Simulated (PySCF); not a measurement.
Si(F)(H)2(SeH) (FH3SeSi), SMILES F[SiH2][SeH].

Geometry: PBE-D3(BJ)/def2-TZVP. A frequency run showed that this geometry is not a minimum. The values are those of a single conformer.

All values below come from TDDFT-M06-2X/def2-SVPD (PySCF).

Vertical excitations. The molecule is in vacuum. State labels are in the subgroup Cs.

```csv
state,symmetry,energy (eV),λ (nm),f,main pairs
S1,A",5.12,242,0.000,HOMO→LUMO 78 %
S2,A",5.80,214,0.028,"HOMO→LUMO+1 78 %, HOMO→LUMO 13 %"
S3,A",6.07,204,0.022,HOMO→LUMO+2 81 %
S4,A",7.30,170,0.001,"HOMO→LUMO+3 70 %, HOMO→LUMO+5 16 %"
S5,A',7.38,168,0.004,"HOMO−1→LUMO 60 %, HOMO→LUMO+7 17 %, HOMO→LUMO+4 9 %"
S6,A",7.42,167,0.010,"HOMO→LUMO+5 65 %, HOMO→LUMO+3 18 %, HOMO→LUMO+6 12 %"
S7,A',7.61,163,0.133,"HOMO→LUMO+4 76 %, HOMO−1→LUMO 13 %"
S8,A",7.74,160,0.011,"HOMO→LUMO+6 67 %, HOMO→LUMO+5 11 %"
S9,A',7.78,159,0.010,"HOMO−1→LUMO+1 65 %, HOMO−1→LUMO+2 19 %"
S10,A',8.03,154,0.090,"HOMO−1→LUMO+2 39 %, HOMO→LUMO+7 29 %, HOMO−1→LUMO+1 17 %"
T1,A",4.85,256,0,"HOMO→LUMO 70 %, HOMO→LUMO+1 13 %"
T2,A",5.51,225,0,"HOMO→LUMO+1 73 %, HOMO→LUMO 14 %"
T3,A",5.92,209,0,HOMO→LUMO+2 80 %
T4,A',6.67,186,0,HOMO−1→LUMO 81 %
```
Triplets are in the Tamm–Dancoff approximation, which puts them higher than full response would, so one can lie above its singlet here.
